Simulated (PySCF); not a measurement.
SnBi at UHF-CCSD(T)

Level: UHF-CCSD(T). PySCF, scalar-relativistic core potentials, basis sets Sn def2-SVP with ECP28, Bi def2-SVP with ECP60.

```
state                          : ²Π (doublet), unpaired electrons π ↑
bond length                    : 2.768 Å
harmonic wavenumber            : 178 cm⁻¹
force constant                 : 1.41 mdyn/Å
rotational constant Be         : 0.02888 cm⁻¹
anharmonicity ωexe             : 0.428 cm⁻¹
vibration–rotation constant αe : 7.71e-05 cm⁻¹
well depth De to Sn + Bi       : 1.63 eV
dissociation energy D0         : 1.61 eV
```

Correlated steps freeze 8 core orbitals. Correlated levels converge slowly with the basis: in double zeta they bind strong bonds too weakly, by up to about 1 eV, and carry superposition errors of some tenths. Spin–orbit coupling is left out, which matters for elements this heavy, above all for dissociation energies. The state is the lowest determinant that a PBE0 search found; another state may lie lower at other levels.
